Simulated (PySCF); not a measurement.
## Substituent chemical shifts

Parent skeleton `[CH3:1][CH2:2][CH2:3][SiH2:4][SiH2:5][C:6]#[N:7]`; one hydrogen on atom 1 is replaced by X. Hydrogens on one atom are averaged.

PySCF 2.14 calculation with GIAO PBE0/pcSseg-1 shieldings and geometry from GFN2-xTB; relativity neglected, single conformer, equivalent nuclei averaged, in vacuum.

Chemical shifts δ = σref − σ; 13C, 29Si, 1H vs TMS; NH3 for 15N, all at this level.

Parent (X = H): C1 21.1, C2 25.8, C3 14.3, Si4 -73.1, Si5 -104.3, C6 122.3, N7 369.5, H(C1) 1.22, H(C2) 1.49 ppm. Effects are Δδ = δ(X) − δ(H), positive for deshielding.

Known members:
```
  X     C1     C2    C3   Si4   Si5    C6    N7  H(C1)  H(C2)
 Cl  +31.2  +10.3  -4.1  -0.9  +0.2  -0.5  +1.1  +2.31  +0.31
NH2  +32.2   +8.1  -3.3  -1.6  -0.1  +1.6  +1.1  +1.79  +0.33
 OH  +48.5   +7.6  -5.4  +3.8  -2.2  -0.3  +0.3  +2.78  -0.09
 CN   +0.7   +3.0  -3.7  +1.5  +0.8  -0.4  +1.2  +1.19  +0.19
CH3  +11.5   +8.0  -1.9  +1.4  -3.1  +0.1  -0.1  +0.21  -0.29
```

Four more derivatives gave (Δδ, ppm):
```json
{"compound": "1", "C1": "+15.0", "C2": "+10.2", "C3": "-5.5", "Si4": "+1.2", "Si5": "+0.4", "C6": "-0.2", "N7": "+0.4", "H(C1)": "+1.44", "H(C2)": "+0.03"}
{"compound": "2", "C1": "+68.1", "C2": "+7.6", "C3": "-5.0", "Si4": "+0.1", "Si5": "+5.2", "C6": "+4.1", "N7": "-3.1", "H(C1)": "+3.96", "H(C2)": "+0.50"}
{"compound": "3", "C1": "+4.2", "C2": "+6.1", "C3": "-4.7", "Si4": "-1.4", "Si5": "+0.1", "C6": "+1.2", "N7": "-8.2", "H(C1)": "+1.12", "H(C2)": "-0.04"}
{"compound": "4", "C1": "+3.8", "C2": "+4.5", "C3": "-3.8", "Si4": "-3.5", "Si5": "+0.2", "C6": "-0.7", "N7": "+1.6", "H(C1)": "+1.19", "H(C2)": "+0.03"}
```

Their substituents are F, SH, ethynyl, propynyl. Which is which?

Results:

1: X = SH (N#C[SiH2][SiH2]CCCS); 2: X = F (N#C[SiH2][SiH2]CCCF); 3: X = propynyl (CC#CCCC[SiH2][SiH2]C#N); 4: X = ethynyl (C#CCCC[SiH2][SiH2]C#N).

Experimental scales use liquid or dissolved standards, which lie at an offset from isolated NH3 (liquid NH3: subtract about 20 ppm). Unscaled 15N shifts of sp2 nitrogen come out 20 to 40 ppm too high even then.
